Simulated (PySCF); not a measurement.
**Vibration and rotation of SeF**

r²SCANh constants of SeF, ²Π (doublet), unpaired electrons π ↑ (PySCF, scalar-relativistic core potentials, basis sets Se aug-cc-pVDZ-PP with ECP10, F aug-cc-pVDZ; masses 79.9165 and 18.9984 u):

| Property | Result |
| --- | --- |
| ωe | 691.4 cm⁻¹ |
| ωexe | 3.02 cm⁻¹ |
| Be | 0.35115 cm⁻¹ |
| αe | 0.00223 cm⁻¹ |
| D (centrifugal) | 3.62e-07 cm⁻¹ |
| De to Se + F | 3.28 eV |

Task: Give the vibrational terms G(v) and spacings up to v = 6.

Result: G(v) = ωe(v+½) − ωexe(v+½)².

```tsv
v	G(v) (cm⁻¹)	G(v) − G(v−1)	Bv (cm⁻¹)
0	344.9		0.3500
1	1030.3	685.4	0.3478
2	1709.6	679.3	0.3456
3	2382.9	673.3	0.3433
4	3050.1	667.2	0.3411
5	3711.3	661.2	0.3389
6	4366.5	655.2	0.3367
```

Task: How well does the Morse estimate ωe²/(4ωexe) reproduce De, and what is D0?

Result: It gives 4.91 eV, 150 % of the computed De. D0 = De − G(0) = 3.28 − 0.04 = 3.24 eV.

Spin–orbit coupling is left out. The state was picked by a PBE0 search and need not be the measured ground state.
